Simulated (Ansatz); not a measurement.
`[CH3][Sn]([F])([F])[C]#N` → `[CH2]` (triplet) + `N#[C][SnH]([F])[F]` at 500 K and 1 bar (formal loss of a carbene).

Isolated molecules relaxed with PBE0-D4/def2-TZVP in Ansatz; ΔE leaves out vibrations. CCSD(T)/CBS adds triple-zeta CCSD(T) − MP2 to the extrapolated MP2 energy (def2 sets, frozen cores). This one scheme is used for every species. Triplets are unrestricted, without spin–orbit coupling. Elements past krypton have def2 core potentials. For Sn outer-core shells are correlated without core-valence functions, which leaves a few kJ/mol of doubt a bond.

```csv
species,CCSD(T)/CBS energy (Eh),H − E (kJ/mol),S (J/(mol·K))
`[CH3][Sn]([F])([F])[C]#N`,-546.28404,178.9,469.0
`[CH2]` (triplet),-39.09499,62.7,213.9
`N#[C][SnH]([F])[F]`,-507.00240,89.7,401.7
```

H − E and S are ideal-gas, rigid-rotor, harmonic terms from PBE0-D4/def2-TZVP, with the whole ground term of open shells counted as degenerate. 1 Eh = 2625.50 kJ/mol, R = 8.31446 J/(mol·K).

Problem. By hand: ΔE, ΔH, ΔS and ΔG.

Solution. ΔE = (-39.09499) + (-507.00240) − (-546.28404) = 0.18665 Eh = 490.0 kJ/mol. Δ(H − E) = 62.7 + 89.7 − 178.9 = -26.5, so ΔH = 463.5 kJ/mol. ΔS = 213.9 + 401.7 − 469.0 = 146.6 J/(mol·K). ΔG = 463.5 − 500 × (146.6)/1000 = 390.2 kJ/mol.

Problem. By hand: the equilibrium constant, and the temperature at which ΔG would vanish if ΔH and ΔS stayed fixed.

Solution. log₁₀ K = −ΔG/(RT ln 10) = -40.8. ΔG = 0 at ΔH/ΔS = 3162 K, far beyond where these terms or the molecules hold.

The number of gas molecules changes by +1, which sets the sign of ΔS. A doubt of 5 kJ/mol in ΔE shifts log₁₀ K by 0.5 here. Modes under 60 cm⁻¹, often nearly free rotors, make the harmonic entropy too high. A triplet takes part, so the spin changes. These are equilibria of isolated gas molecules and say nothing of rates. Largest T1 diagnostic: 0.015 (customary marks: 0.02 for closed shells, 0.045 for open ones).
